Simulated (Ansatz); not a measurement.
SnOCl, SMILES [O]=[Sn][Cl], multiplicity 2.

Geometry: B3LYP-D3(BJ)/def2-TZVP. The def2 effective core potentials stand for the cores of Sn; spin–orbit coupling is left out.

Two levels are set side by side: PBE/def2-TZVPD (Ansatz, an electronic-structure program) and CAM-B3LYP/def2-TZVPD (Ansatz). Energy differences of separate SCF runs at the same geometry; the states with an electron removed or added have multiplicity 3 and 1. Differences are taken from unrounded values.

```csv
quantity,PBE
vertical ionisation energy (eV),9.99
vertical electron affinity (eV),3.02
```

Task: These are the PBE values. What does CAM-B3LYP give? (The exact figures need the calculation; the answer reports its results.)

Result: 
```csv
quantity,CAM-B3LYP,PBE minus CAM-B3LYP
vertical ionisation energy (eV),10.38,-0.39
vertical electron affinity (eV),2.82,0.20
```
